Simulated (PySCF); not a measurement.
**Computed properties of BH5N2, SMILES NBN**

B(H)(NH2)2 (BH5N2), SMILES B(N)N. Geometry: B3LYP-D3(BJ)/def2-TZVP. One conformer was computed; it need not be the lowest. All values are computed for the isolated molecule unless a solvent is named; none is compared with measurement here.

**Structure.** The optimised structure has C2v symmetry. All 18 harmonic modes at B3LYP-D3(BJ)/def2-TZVP (PySCF) are real, so it is a minimum. With heavy atoms numbered as in [BH:1]([NH2:3])[NH2:6], the shortest bond between them is B1–N3 at 1.412 Å and the longest B1–N6 at 1.412 Å.

**Vibrations.** The strongest infrared lines (harmonic, unscaled, degenerate partners summed) lie at 406 cm⁻¹ (392 km/mol, H 84 %, N 16 %), 1640 cm⁻¹ (245 km/mol, H 74 %, N 18 %), 1430 cm⁻¹ (214 km/mol, B 60 %, H 30 %, N 9 %). The softest mode is at 362 cm⁻¹ and the zero-point energy is 41.6 kcal/mol.

**Electronic structure.** ωB97X/def2-TZVPD (PySCF) places the frontier levels at -9.39 and 1.60 eV, a gap of 10.99 eV, and gives a dipole moment of 1.31 D and a mean polarisability of 34.8 bohr³.

**Excitations.** TDDFT-PBE0/def2-SVPD (PySCF) has S1 at 6.19 eV (200 nm, f = 0.000, dark); the most intense of the 10 singlets computed lies at 7.72 eV (f = 0.19). T1 (TDA) is at 5.98 eV. No vertical singlet excitation falls in the visible range (under 3.1 eV).

**NMR.** GIAO shifts at PBE0/pcSseg-2 (PySCF) (non-relativistic, atoms alike by connectivity averaged): ¹H from 2.3 to 4.3 ppm against TMS; ¹¹B at 14.6 ppm against BF3.
